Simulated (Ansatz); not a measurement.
Born–Oppenheimer molecular dynamics of BH₇N₂O (11 atoms, charge 0, multiplicity 1). It starts at the highest image of a converged band. Of that band: The profile has 2 maxima (images 4, 7) with wells between them (image 5): this band takes more than one step, which may be the mechanism or a detour left from its start path. Neighbouring images differ by up to 1.2 eV, so the band resolves the path poorly. A vibrational analysis at the climbing image gives one clearly imaginary mode, 1440i cm⁻¹: a first-order saddle point.

Theory: RKS B3LYP-D4/def2-mTZVP in Ansatz 0.2.0.

| Quantity | Value |
| --- | --- |
| ensemble | NVE (velocity Verlet) |
| time step | 0.5 fs |
| steps asked | 200 |
| starting velocities drawn for | 300 K |
| seed | 8876 |

First frame:

```xyz
11
Properties=species:S:1:pos:R:3
B -0.234 0.519 -0.099
O 0.507 0.009 1.357
H -0.031 -0.665 1.796
H 0.618 0.459 -0.935
N -1.492 -0.145 -0.408
H -2.257 -0.175 0.254
H -1.474 -0.982 -0.972
N -0.399 1.929 0.598
H -1.345 2.291 0.659
H 0.217 2.664 0.269
H 0.092 1.143 1.524
```

How far do the bonds stretch over the last three quarters of this one trajectory? (Pairs bonded in most of those frames.)


```tsv
bond	mean (Å)	spread (Å)	shortest	longest
B1–O2	1.406	0.063	1.33	1.55
B1–H4	1.209	0.048	1.11	1.29
B1–N5	1.445	0.050	1.36	1.55
O2–H3	0.969	0.010	0.94	0.99
N5–H6	1.016	0.011	0.99	1.03
N5–H7	1.013	0.011	0.99	1.04
N8–H9	1.020	0.027	0.97	1.07
N8–H10	1.018	0.008	1.00	1.04
N8–H11	1.022	0.030	0.97	1.07
```

Mean temperature of the second half: 800 K. The conserved energy stayed within 0.21 meV per atom of its start (net change -0.086 meV per atom), so the integration is sound. The kinetic energy rose, since the run started high on the potential surface and went downhill. It ends in pieces (BH4NO + H3N), so much of that is their flight and rotation, not heat. A run of 0.1 ps of so small a system gives no equilibrium averages. The orbitals stay closed-shell, which can raise the energy where a bond breaks towards radicals; this wasn't checked here.

The run took 6.2 min on 2 threads of Intel(R) Xeon(R) Platinum 8259CL CPU @ 2.50GHz (Skylake/Cascade Lake) (shared host), peak memory 0.26 GiB.
